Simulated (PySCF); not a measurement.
CH5FO2Si2, SMILES [SiH2](OC=O)[SiH2]F. Atoms are numbered in the order given.

```xyz
11

O      1.1295     1.1494     0.9153
C      1.8725     0.9300    -0.0075
O      1.6557     0.0222    -0.9581
Si     0.2521    -0.9974    -0.9082
Si    -1.5793     0.0934     0.0836
F     -1.5525    -0.1338     1.6963
H      2.8282     1.4688    -0.1763
H      0.0248    -1.3303    -2.3391
H      0.6260    -2.2291    -0.1596
H     -2.8341    -0.5450    -0.4162
H     -1.6078     1.5424    -0.2437
```
Charge 0, spin multiplicity 1.

The structure is a stationary point at B3LYP-D3(BJ)/def2-SVP. The structure was generated by enumeration, and PubChem lists no compound with its InChIKey, so it may never have been made. One conformer was computed; it need not be the lowest.

Level of theory: PySCF with B3LYP/def2-TZVP.

The molecule is in vacuum.

Computed frontier levels, gap, dipole moment and polarisability:
```json
{
 "highest_occupied_level": "-8.13 eV",
 "lowest_empty_level": "-0.98 eV",
 "orbital_gap": "7.15 eV",
 "dipole_moment": "2.65 D",
 "quadrupole, principal values (traceless, Buckingham form, about the centre of nuclear charge)": "-8.64, 2.18, 6.45 D·Å",
 "mean_static_polarisability": "69.9 bohr³ (10.36 Å³)",
 "polarisability_principal_values": "57.3, 73.8, 78.7 bohr³"
}
```
